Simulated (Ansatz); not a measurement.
Basis sets compared for GeAu₂⁻ (the lowest doublet isomer of a short search). Charge -1, multiplicity 2. Geometry r2SCAN-D4/def2-TZVPD. Ansatz on 4 threads of AMD EPYC 7B13 on a shared host; times are rough, and most runs start from earlier orbitals.

Cartesian coordinates in Å:
```
Au -0.1009 -0.4235 1.6358
Au 0.4855 -0.6989 -1.4632
Ge -0.3846 1.1223 -0.1725
```

In the def2 sets Au takes a core potential; there is no spin–orbit coupling. At PBE-D4/def2-SVPD, PBE-D4/def2-TZVPD the highest occupied level of the charge -1 doublet lies above zero (up to 0.77 eV). By energy differences its removal costs 1.70 eV (vertical, to the charge 0 singlet, at PBE0-D4/def2-TZVPD). The structure comes from a short search, and lower isomers may exist.

```tsv
level	functions	energy (Eh)	HOMO (eV)	LUMO (eV)	wall time
PBE-D4/def2-SVPD	108	-2348.1102	0.77	1.61	1.5 s
PBE0-D4/def2-SVPD	108	-2348.0511	-0.05	2.40	2.4 s
```

(1) Estimate the rows for PBE-D4/def2-TZVPD, PBE0-D4/def2-TZVPD.

Results:

(1) 
```json
{"level": "PBE-D4/def2-TZVPD", "functions": "140", "energy (Eh)": "-2348.3877", "HOMO (eV)": "0.67", "LUMO (eV)": "1.49", "wall time": "1.8 s"}
{"level": "PBE0-D4/def2-TZVPD", "functions": "140", "energy (Eh)": "-2348.3275", "HOMO (eV)": "-0.12", "LUMO (eV)": "2.26", "wall time": "3.8 s"}
```
